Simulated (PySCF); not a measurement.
SMILES O([SiH2]CC(O)=O)[SiH3] (C2H8O3Si2), singlet (GFN2-xTB optimised geometry):

```
15

O      2.887    -1.627     0.934
C      2.158    -1.629    -0.024
O      2.646    -1.595    -1.281
C      0.681    -1.599     0.001
Si     0.150     0.240     0.000
O     -1.463     0.240     0.000
Si    -3.035     0.646     0.000
H      3.615    -1.576    -1.259
H      0.284    -2.100    -0.879
H      0.320    -2.090     0.902
H      0.602     0.895    -1.227
H      0.607     0.914     1.212
H     -3.569     0.169     1.273
H     -3.116     2.100    -0.125
H     -3.615    -0.042    -1.150
```

Method: PySCF with PBE/def2-TZVP.

Question: What are the frontier orbital energies and the dipole moment?

Answer: HOMO-2 -7.33 eV, HOMO-1 -7.26 eV, HOMO -6.30 eV, LUMO -1.19 eV, LUMO+1 -0.75 eV; dipole moment 1.91 D.

On the same geometry PBE0/def2-TZVP (PySCF) gives HOMO-2 -8.76 eV, HOMO-1 -8.68 eV, HOMO -7.96 eV, LUMO -0.26 eV, LUMO+1 0.26 eV; dipole moment 2.00 D.

Meta-Löwdin charges at PBE/def2-TZVP: O1 -0.45, C2 0.49, O3 -0.46, C4 -0.50, Si5 0.88, O6 -0.81, Si7 0.72, H8 0.35, H9 0.15, H10 0.15, H11 -0.11, H12 -0.11, H13 -0.10, H14 -0.11, H15 -0.10.
